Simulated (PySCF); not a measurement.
## Electric field gradients and quadrupole coupling constants

Compound: C₇H₁₄O.
Geometry (GFN2-xTB, Å), atoms numbered from 1 in this order:
```
atom  x, y, z in Å
C1     3.1021   -0.0278   -0.3572
C2     1.9318    0.5669   -0.2261
C3     0.9929    0.3531    0.9168
C4    -0.4186   -0.0361    0.4287
C5    -0.3767   -1.3381   -0.3752
C6    -1.7739   -1.8527   -0.6958
O7    -0.9925    0.9543   -0.4049
C8    -1.5075    2.0714    0.2659
H9     3.7478    0.1611   -1.1979
H10    3.4694   -0.7272    0.3767
H11    1.5776    1.2625   -0.9754
H12    0.9211    1.2787    1.4963
H13    1.3642   -0.4297    1.5800
H14   -1.0629   -0.1790    1.3142
H15    0.1650   -1.1446   -1.3015
H16    0.1762   -2.0844    0.1972
H17   -1.7168   -2.7523   -1.3036
H18   -2.3268   -1.0951   -1.2443
H19   -2.3176   -2.0867    0.2177
H20   -0.7228    2.6725    0.7407
H21   -2.0085    2.6778   -0.4870
H22   -2.2338    1.7749    1.0340
```

Field gradients from the PBE0/pcSseg-1 density (PySCF, non-relativistic), principal values in atomic units, ordered |Vxx| ≤ |Vyy| ≤ |Vzz|:

```
atom      Vxx      Vyy     Vzz
  O7  -0.0297  -1.9649  1.9947
```

Find the asymmetry η = (Vxx − Vyy)/Vzz and the couplings χ = eQV/h (234.96 MHz × Q in barn × V in au), with Q(17O) = −0.0256 b.

| atom | environment | nucleus | η | χzz (MHz) | χxx (MHz) | χyy (MHz) |
| --- | --- | --- | --- | --- | --- | --- |
| O7 | ether oxygen | 17O | 0.97 | -12.00 | 0.18 | 11.82 |

At O7 η is above 0.9: Vyy and Vzz are nearly equal in size and opposite in sign, so a small change could swap them and flip the sign of χzz. 

What is Vzz at O7 in SI units (1 au = 9.71736 × 10²¹ V/m²)?

1.9947 au = 19.383 × 10²¹ V/m².

And the gradient at the other heavy atoms, for which no coupling is worked out here?

```json
{"atom": "C1", "environment": "terminal =CH2 carbon", "Vzz (au)": "0.277", "η": "0.49"}
{"atom": "C2", "environment": "alkene CH carbon", "Vzz (au)": "0.346", "η": "0.50"}
{"atom": "C3", "environment": "allylic carbon", "Vzz (au)": "-0.034", "η": "0.46"}
{"atom": "C4", "environment": "sp3 carbon bound to oxygen", "Vzz (au)": "0.353", "η": "0.17"}
{"atom": "C5", "environment": "chain CH2 carbon", "Vzz (au)": "-0.056", "η": "0.92"}
{"atom": "C6", "environment": "methyl carbon", "Vzz (au)": "0.058", "η": "0.66"}
{"atom": "C8", "environment": "methoxy carbon", "Vzz (au)": "0.364", "η": "0.10"}
```

Were the hydrogens deuterons (Q(2H) = 0.00286 b), χzz would run from 184 kHz (H14) to 228 kHz (H9).

Geometry: GFN2-xTB, one conformer, isolated molecule. GFN2-xTB bond lengths can be off by several hundredths of an ångström, more for odd bonds, and the gradients follow them. These gradients aren't converged with respect to the basis.
